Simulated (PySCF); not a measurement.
AgI, triplet, at a GFN2-xTB geometry (such geometries of metal compounds can be far from the true shape) (the multiplicity is a formal guess) (core potentials on Ag, I); DF-PBE/def2-SVP in PySCF.

The PySCF input:
```python
from pyscf import gto, scf, dft

mol = gto.Mole()
mol.atom = '''
    Ag   -0.000000   -0.000000   -1.542697
    I     0.000000    0.000000    1.368052
'''
mol.basis = 'def2-svp'
mol.ecp = {'Ag': 'def2-svp', 'I': 'def2-svp'}
mol.charge = 0
mol.spin = 2
mol.verbose = 5
mol.build()

mf = dft.UKS(mol)
mf.xc = 'pbe'
mf = mf.density_fit(auxbasis='def2-universal-jkfit')
mf.kernel()
```

It wrote (shortened):

```
PySCF version 2.14.0

[INPUT] verbose = 5
[INPUT] max_memory = 4000
[INPUT] num. atoms = 2
[INPUT] num. electrons = 44
[INPUT] charge = 0
[INPUT] spin (= nelec alpha-beta = 2S) = 2
[INPUT] symmetry False subgroup None
[INPUT] Mole.unit = angstrom
[INPUT] Symbol           X                Y                Z      unit          X                Y                Z       unit  Magmom
[...]
[INPUT] ---------------- BASIS SET ----------------
[INPUT] l, kappa, [nprim/nctr], expnt,             c_1 c_2 ...
[INPUT] Ag
[...]
                                7.540731          2.7554513347
                                2.794005          0.22715408381
[...]
                                3.675263          1.0500525237
                                1.2610620905      0.64747532537
                                0.54212477498     0.25621550723
[...]
                                2.8926510238      0.23446154803
                                1.2474273203      0.44765877533
                                0.49313817671     0.3906495456
[...]
[INPUT] I
[...]
                                23.336842412      -0.14989397324
                                19.583446104      0.36436474913
                                8.5112089186      -0.75538138199
                                2.1996161861      0.82816359356
                                1.0668970454      0.4216104811
[...]
                                1.7625986449      0.35271525193
[...]
                                10.558754576      -0.3837037278
                                1.5015895485      0.83554174719
                                0.64597173095     0.16787259488
[...]
                                15.616239482      -0.0050768108881
                                4.5266002139      0.29151065356
                                2.0529808766      0.51145783605
                                0.87640281623     0.31232025297
[...]
nuclear repulsion = 86.3554965361149
number of shells = 21
number of NR pGTOs = 118
number of NR cGTOs = 57
basis = def2-svp
ecp = {'Ag': 'def2-svp', 'I': 'def2-svp'}

******** <class 'pyscf.df.df_jk.DFUKS'> ********
method = DFUKS
initial guess = minao
damping factor = 0
level_shift factor = 0
DIIS = <class 'pyscf.scf.diis.CDIIS'>
diis_start_cycle = 1
diis_space = 8
diis_damp = 0
SCF conv_tol = 1e-09
SCF conv_tol_grad = None
SCF max_cycles = 50
direct_scf = False
number electrons alpha = 23  beta = 21
XC library pyscf.dft.libxc version 7.1.2
    S. Lehtola, C. Steigemann, M. J. T. Oliveira, and M. A. L. Marques,  SoftwareX 7, 1–5 (2018)
XC functionals = pbe
    J. P. Perdew, K. Burke, and M. Ernzerhof,  Phys. Rev. Lett. 77, 3865 (1996)
    J. P. Perdew, K. Burke, and M. Ernzerhof,  Phys. Rev. Lett. 78, 1396 (1997)
    J. P. Perdew, K. Burke, and M. Ernzerhof,  Phys. Rev. Lett. 77, 3865 (1996)
    J. P. Perdew, K. Burke, and M. Ernzerhof,  Phys. Rev. Lett. 78, 1396 (1997)
radial grids:
    Treutler-Ahlrichs [JCP 102, 346 (1995); DOI:10.1063/1.469408] (M4) radial grids

becke partition: Becke, JCP 88, 2547 (1988); DOI:10.1063/1.454033
pruning grids: <function nwchem_prune>
grids dens level: 3
symmetrized grids: False
atomic radii adjust function: <function treutler_atomic_radii_adjust>
small_rho_cutoff = 0
Set gradient conv threshold to 3.16228e-05
Density of valence part of ANO basis will be used as initial guess for Ag
Density of valence part of ANO basis will be used as initial guess for I
atom Ag rad-grids = 95, ang-grids = [ 50  50  50  50  50  50  50  50  50  50  50  50  50  50  50  50  50  50
  50  50  50  50  50  50  50  50  50  50  50  86  86  86  86  86  86  86
  86  86  86  86  86  86  86  86 350 350 350 350 350 350 350 350 350 350
 350 434 434 434 434 434 434 434 434 434 434 434 434 434 434 434 434 434
 434 434 434 434 434 350 350 350 350 350 350 350 350 350 350 350 350 350
 350 350 350 350 350]
atom I rad-grids = 95, ang-grids = [ 50  50  50  50  50  50  50  50  50  50  50  50  50  50  50  50  50  50
[...]
  2.49802353e-01  2.61783070e-01  2.70061407e-01  2.87014090e-01
  3.16911650e-01  3.17529383e-01  3.22832299e-01  3.26922368e-01
  3.67123578e-01  3.70893926e-01  4.08885649e-01  4.10240344e-01
  4.94482395e-01  5.06815279e-01  5.37953761e-01  7.28250824e-01
  1.89654046e+00  2.45950722e+00  2.46157857e+00  2.46983547e+00
  2.47578350e+00  2.47635365e+00  2.48076115e+00  2.48368373e+00
  1.83806589e+01  1.84158613e+01  1.85074882e+01  5.36030427e+01
  5.57397565e+01]
  beta  mo_energy =
[-6.64482058e+00 -4.72334955e+00 -4.70238697e+00 -4.69005571e+00
 -3.58557096e+00 -2.21283734e+00 -2.21056275e+00 -2.20110905e+00
 -1.85709431e+00 -1.85415821e+00 -1.84468240e+00 -1.82866096e+00
 -1.82771595e+00 -6.42963767e-01 -3.10441039e-01 -2.88610819e-01
 -2.84758587e-01 -2.79334850e-01 -2.78924200e-01 -2.53485646e-01
 -2.52494840e-01 -2.49894869e-01 -1.22267503e-01 -6.73954307e-03
 -2.87957086e-03  2.43463163e-02  7.82118468e-02  2.40258740e-01
  2.78201244e-01  2.79678944e-01  2.85301690e-01  3.24273436e-01
  3.28624648e-01  3.55835770e-01  3.60768001e-01  3.62775613e-01
  3.69007375e-01  3.76271488e-01  4.32913140e-01  4.34038608e-01
  5.13891095e-01  5.44859392e-01  5.49550689e-01  7.47831306e-01
  1.91099260e+00  2.47255948e+00  2.47558191e+00  2.47560316e+00
  2.47877330e+00  2.48167502e+00  2.48354370e+00  2.48468124e+00
  1.83985449e+01  1.84132973e+01  1.85115915e+01  5.36072441e+01
  5.57430836e+01]
multiplicity <S^2> = 2.0043703  2S+1 = 3.0029121
nelec by numeric integration = [22.99999872 20.99999877]
E1 = -950.5249825432741  E2 = 419.5654657483055  Ecoul = 455.84274366558947  Exc = -36.27727791728397
cycle= 49 E= -444.604020258854  delta_E= 0.000811  |g|= 0.0929  |ddm|= 0.0104

  alpha mo_energy =
[-6.64724326e+00 -4.71014745e+00 -4.70924329e+00 -4.70396799e+00
 -3.59136442e+00 -2.21811101e+00 -2.21275178e+00 -2.21223357e+00
 -1.84960599e+00 -1.84958022e+00 -1.84524910e+00 -1.84450765e+00
 -1.84341406e+00 -6.66681798e-01 -3.21438627e-01 -3.03788870e-01
 -3.02936982e-01 -2.87844734e-01 -2.87844148e-01 -2.77692602e-01
 -2.76401327e-01 -2.66004814e-01 -1.51370562e-01 -2.94198927e-02
 -2.92147785e-02  3.65579458e-04  5.58474383e-02  2.12923811e-01
  2.61131562e-01  2.61564920e-01  2.62164334e-01  3.00950294e-01
  3.01611891e-01  3.27054172e-01  3.27208548e-01  3.46106793e-01
  3.47147990e-01  3.53843827e-01  4.08918284e-01  4.08935717e-01
  4.94380818e-01  5.21571950e-01  5.22250387e-01  7.27882174e-01
  1.89649744e+00  2.46965630e+00  2.46974951e+00  2.46975456e+00
  2.47013063e+00  2.47532200e+00  2.47613169e+00  2.47613180e+00
  1.83982519e+01  1.83990131e+01  1.85078415e+01  5.36028604e+01
  5.57401882e+01]
  beta  mo_energy =
[-6.64435845e+00 -4.70669537e+00 -4.70597772e+00 -4.70201986e+00
 -3.58568545e+00 -2.21067440e+00 -2.20720785e+00 -2.20694864e+00
 -1.84432477e+00 -1.84413233e+00 -1.84133700e+00 -1.84078769e+00
 -1.84003289e+00 -6.42814961e-01 -3.09965113e-01 -2.86753127e-01
 -2.86673916e-01 -2.78997018e-01 -2.78973620e-01 -2.53345703e-01
 -2.51620931e-01 -2.51542776e-01 -1.22212602e-01 -4.82895830e-03
 -4.74532958e-03  2.43978569e-02  7.82181273e-02  2.40321218e-01
  2.78350199e-01  2.82449793e-01  2.82572041e-01  3.26479992e-01
  3.26573820e-01  3.58074729e-01  3.61111188e-01  3.64857131e-01
  3.65034618e-01  3.76013882e-01  4.33198989e-01  4.33656555e-01
  5.13917397e-01  5.47196039e-01  5.47296181e-01  7.47883371e-01
  1.91094567e+00  2.47722298e+00  2.47732746e+00  2.47870161e+00
  2.47877413e+00  2.47924732e+00  2.47924928e+00  2.48132700e+00
  1.84061202e+01  1.84064373e+01  1.85119627e+01  5.36070609e+01
  5.57435100e+01]
multiplicity <S^2> = 2.0014161  2S+1 = 3.0009439
nelec by numeric integration = [22.99999872 20.99999877]
E1 = -950.5012587469939  E2 = 419.5355096996576  Ecoul = 455.8102087202747  Exc = -36.27469902061708
cycle= 50 E= -444.610252511221  delta_E= -0.00623  |g|= 0.0309  |ddm|= 1.13
SCF not converged.
SCF energy = -444.610252511221 after 50 cycles  <S^2> = 2.0014161  2S+1 = 3.0009439
```

Convergence was not reached.
